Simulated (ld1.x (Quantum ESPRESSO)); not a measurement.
**aluminium (Al): what ld1.x (Quantum ESPRESSO) 7.5 does with a changed input**

Command:

```bash
ld1.x < Al.in > Al.out
```

Input:

```
&input
   title='Al', zed=13., rel=1, dft='PZ', iswitch=3,
   config='[Ne] 3s2 3p0.5',
   nld=2, rlderiv=2.60, eminld=-3.0, emaxld=5.0, deld=0.02
 /
 &inputp
   pseudotype=2, tm=.true., lloc=1,
   nlcc=.true., rcore=9.00,
   file_pseudopw='Al.UPF', file_wfcaegen='ae.wfc', file_wfcncgen='nc.wfc', file_beta='beta', file_chi='chi'
 /
2
3S  1  0   2.00   0.00  1.60  1.60  0.0
3P  2  1   0.50   0.00  2.40  2.40  0.0
 &test
   configts(1)='3s2 3p0.5'
 /
```

This is an input that runs to its end, with one change: rcore set to 9.00 bohr.

**Question.** How does the run end?

**Answer.** The program stops during the generation: "set_rho_core: error in bisection".

```
     s(1S/1S) =  1.000000  <r> =   0.1206  <r2> =    0.0196  r(max) =   0.0789
     s(2S/2S) =  1.000000  <r> =   0.6290  <r2> =    0.4749  r(max) =   0.4954
     s(2P/2P) =  1.000000  <r> =   0.6045  <r2> =    0.4652  r(max) =   0.4264
     s(3S/3S) =  1.000000  <r> =   2.4523  <r2> =    6.9877  r(max) =   2.0341
     s(3P/3P) =  1.000000  <r> =   3.1169  <r2> =   11.4769  r(max) =   2.5157

     ------------------------ End of All-electron run ------------------------

     --------------------- Generating NC pseudopotential ---------------------

      Generating local pot.: lloc=1, matching radius rcloc =   2.4000

      Computing core charge for nlcc:

 %%%%%%%%%%%%%%%%%%%%%%%%%%%%%%%%%%%%%%%%%%%%%%%%%%%%%%%%%%%%%%%%%%%%%%%%%%%%%%
     Error in routine set_rho_core (1):
     error in bisection
 %%%%%%%%%%%%%%%%%%%%%%%%%%%%%%%%%%%%%%%%%%%%%%%%%%%%%%%%%%%%%%%%%%%%%%%%%%%%%%

     stopping ...
```
